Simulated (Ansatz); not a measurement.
```yaml
crystal:
  periodic: [false, false, false]
  atoms:
    - {symbol: N, position_ang: [0.802624, 1.351224, -0.251414]}
    - {symbol: C, position_ang: [0.838628, 0.108800, -0.529072]}
    - {symbol: O, position_ang: [1.838335, -0.357584, -1.297517]}
    - {symbol: O, position_ang: [0.037535, -0.879529, -0.190553]}
    - {symbol: In, position_ang: [-1.639682, -0.746569, 0.930959]}
    - {symbol: H, position_ang: [0.010749, 1.594662, 0.332339]}
    - {symbol: H, position_ang: [2.379698, 0.413996, -1.503934]}
    - {symbol: H, position_ang: [-2.269646, -2.316229, 1.051357]}
    - {symbol: H, position_ang: [-1.998251, 0.831220, 1.457855]}
basis:
  gaussian: {orbitals: def2-SVP}
total_charge: 1
magnetization: {spin_polarized: true, initial_magnetization: 7}
hamiltonian: {xc: {name: r2SCAN50}}
output: {forces: true}
```

```sh
$ ansatz run in.yaml --threads 2 --pin off --events-out ev --progress --plain --max-ram 22528MiB --backend cpu
```

It prints (some lines left out):

```
Functional definition: r2SCAN50
1092 factors; integrals over basis functions are off by at most 1.3e-3 eV
mean field evaluation 1: about -11807.2332 eV, gradient 5.0e1 eV
mean field evaluation 2: about -11738.3388 eV, gradient 1.1e2 eV
mean field evaluation 4: about -11821.2231 eV, gradient 9.6e0 eV
mean field evaluation 8: about -11821.9739 eV, gradient 8.6e-1 eV
mean field evaluation 16: about -11822.0349 eV, gradient 3.3e-2 eV
mean field evaluation 32: about -11822.2263 eV, gradient 8.7e-1 eV
mean field -11822.23227747 eV, -434.4590228000 hartree, gradient 1.1e-5 eV, S^2 15.774293; 6 other end points of the search recorded, 0 dependent functions left out
reference -11822.23228787 eV, -434.4590231823 hartree; 30, 23 occupied and 72, 79 virtual orbitals, 1092 factors
Total energy: -11822.23228787 eV, -434.4590231823 hartree
Atom 0 at     0.802624     1.351224    -0.251414 Å, force    -0.681794     8.917450     2.292074 eV/Å
Atom 1 at     0.838628     0.108800    -0.529072 Å, force     1.832996    -6.802375    -2.644528 eV/Å
Atom 2 at     1.838335    -0.357584    -1.297517 Å, force     0.199453    -0.208867    -0.148197 eV/Å
Atom 3 at     0.037535    -0.879529    -0.190553 Å, force     0.842210    -2.595785    -1.037979 eV/Å
Atom 4 at    -1.639682    -0.746569     0.930959 Å, force     0.145952    -0.122016    -0.123043 eV/Å
Atom 5 at     0.010749     1.594662     0.332339 Å, force     0.266954     0.506632    -0.071133 eV/Å
Atom 6 at     2.379698     0.413996    -1.503934 Å, force     0.475240     0.141098    -0.311500 eV/Å
Atom 7 at    -2.269646    -2.316229     1.051357 Å, force    -1.946754    -5.013915     0.343711 eV/Å
Atom 8 at    -1.998251     0.831220     1.457855 Å, force    -1.134257     5.177777     1.700594 eV/Å
Dipole moment:     0.079761     0.163091    -0.022783 e Å
```

(1) What is wrong with this run?

## Answers

(1) The spin is set far too high for this molecule. The calculation finished and met its thresholds. The result belongs to that input, not to the molecule as meant.
